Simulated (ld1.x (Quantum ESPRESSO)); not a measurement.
# Plane-wave convergence, RRKJ potential for argon

```json
{"Element": "Ar (Z = 18)", "Generator": "ld1.x (Quantum ESPRESSO) 7.5", "Type": "norm-conserving RRKJ (Kleinman–Bylander form)", "Functional": "PW91", "Relativity": "scalar-relativistic", "Frozen core": "[Ne]", "Valence charge": "8", "Reference configuration": "3s2 3p4 (charge +2)", "Partial waves": "3p (bound): rc 1.25 bohr; 3d channel at -0.15 Ry: rc 1.15 bohr; 3s (bound): rc 1.10 bohr", "Local potential": "the s channel", "Core correction": "Bessel-smoothed model core inside 1.10 bohr"}
```

The pseudo-atom Hamiltonian at the reference potential is diagonalised in spherical Bessel functions j_l(qr) that vanish at 20 bohr, with q² up to the cutoff. All-electron valence levels (Ry): 3p -2.6090, 3s -3.7200.

Question: How do the lowest levels (Ry) of each channel move with the cutoff, and are there ghosts?

Answer:

```
cutoff (Ry)     p #1     d #1     s #1     s #2     f #1  Σ f·Δε (mRy)
          8  -2.3880  -0.7898  -3.3622  -0.9216  -0.2678        1600.1
         12  -2.5379  -0.8536  -3.4693  -0.9356  -0.2682         786.1
         18  -2.5713  -0.9098  -3.6182  -0.9664  -0.2684         354.9
         30  -2.5781  -0.9729  -3.7026  -0.9853  -0.2684         158.7
         40  -2.5904  -1.0183  -3.7078  -0.9872  -0.2684          99.0
         50  -2.6005  -1.0503  -3.7100  -0.9874  -0.2684          54.2
         60  -2.6053  -1.0688  -3.7139  -0.9880  -0.2684          27.1
         80  -2.6087  -1.0852  -3.7188  -0.9889  -0.2684           3.9
        110  -2.6090  -1.0893  -3.7195  -0.9891  -0.2684           1.2
        140  -2.6090  -1.0894  -3.7198  -0.9891  -0.2684           0.4
        180  -2.6090  -1.0894  -3.7200  -0.9891  -0.2684           0.1
        400  -2.6090  -1.0894  -3.7200  -0.9891  -0.2684           0.0
```

Result: no extra level below or beside the all-electron valence levels (p, d, s, f tested); 10 mRy is reached at 80 Ry and 1 mRy at 140 Ry.
